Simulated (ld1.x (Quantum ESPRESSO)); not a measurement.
## erbium (Er): one change to an RRKJ potential, before and after

```
Element                 : erbium (Er)
Generator               : ld1.x (Quantum ESPRESSO) 7.5
Type                    : norm-conserving RRKJ (Kleinman–Bylander form)
Functional              : PBEsol
Relativity              : scalar-relativistic
Frozen core             : [Kr] 4d10
Valence charge          : 22
Reference configuration : 4f12 5s2 5p6 5d0 6s2 6p0
Partial waves           : 5p (bound): rc 1.65 bohr; 5d (bound, empty): rc 2.95 bohr; 4f (bound): rc 0.85 bohr; 5s (bound): rc 1.25 bohr
Local potential         : the s channel
Core correction         : none
```

Occupied shells without a wave of their own: 6s. They enter only through the test configuration that unscreens the potential.

Change: core correction a·sin(br)/r model core inside 0.78 bohr (6s counted twice).

Cutoffs: the cutoffs (Ry, on a coarse ladder) from which the occupation-weighted sum of valence levels, in a spherical-Bessel basis at the reference potential, stays within 10 and 1 mRy of its value at 400 Ry; they do not see the model core or the augmentation charge, which bear on the density cutoff. Errors are all-electron minus pseudo energies relative to the spin-unpolarised reference configuration.

Q: Predict the effect on cutoff, ghosts and configuration errors.

A: Of the 6 tests that both files solve, the error grows in 6 and shrinks in 0 by more than 15 % and 0.3 meV (median size 71.9 → 180.9 meV); neither file shows a bound ghost at the reference potential, the only one tested. In the changed file ld1.x takes every shell without a wave as core, so the model core holds the 6s electrons as well and exchange and correlation see them twice. This cancels in the reference configuration, but the file is broken for other ones, and its errors say nothing about a proper core correction. A model core, the more so a compact one, raises the density cutoff, which this test does not measure.

```tsv
quantity	base	changed
cutoff, loose	over 300 Ry	over 300 Ry
cutoff, tight	over 300 Ry	over 300 Ry
bound ghosts	none	none
tests counted (converged, no solver errors)	6 of 7	6 of 7
error for 4f12 5s2 5p6 5d0 6s1 6p0, meV [ΔE 6.40 eV]	-49	-204
error for 4f12 5s2 5p6 5d0 6s0 6p0, meV [ΔE 18.23 eV]	-132	-878
error for 4f11 5s2 5p6 5d0 6s0 6p0, meV [ΔE 44.49 eV]	-324	-1237
error for 4f12 5s2 5p6 5d0 6s1 6p1, meV [ΔE 2.81 eV]	-35	-76
error for 4f12 5s2 5p6 5d0 6s1.5 6p0, meV [ΔE 2.55 eV]	-21	-56
error for 4f11 5s2 5p6 5d0 6s2 6p0, meV [ΔE 10.46 eV]	-95	-158
s: phases at 3.20 bohr within 0.05 rad from the reference energy up to (Ry; the scan ends near 5)	3.5	3.5
p: phases at 3.20 bohr within 0.05 rad from the reference energy up to (Ry; the scan ends near 5)	to the end of the scan	to the end of the scan
d: phases at 3.20 bohr within 0.05 rad from the reference energy up to (Ry; the scan ends near 5)	1.8	1.8
f: phases at 3.20 bohr within 0.05 rad from the reference energy up to (Ry; the scan ends near 5)	4.3	4.3
```

Base: Tests not counted: 4f13 5s2 5p6 5d0 6s0 6p0 (solver errors, printed error -5093 eV). ld1.x printed “convergence not achieved” for 6 of the counted tests; their residual had stalled under 1e-8, short of the target of 1e-14. The 6s level has no wave, so the channel is fitted at the deeper level alone: the likely source of the large errors. Changed file: Tests not counted: 4f13 5s2 5p6 5d0 6s0 6p0 (pseudo-atom not self-consistent, printed error -5043 eV). These tests converged, but a pseudo level misses the all-electron one widely, so the file describes the atom poorly there or has found another state: 4f12 5s2 5p6 5d0 6s1 6p0: empty 6p by 3.4 eV; 4f12 5s2 5p6 5d0 6s0 6p0: empty 6p by 7.1 eV; 4f11 5s2 5p6 5d0 6s0 6p0: empty 6p by 11.7 eV; 4f12 5s2 5p6 5d0 6s1.5 6p0: empty 6p by 2.2 eV.
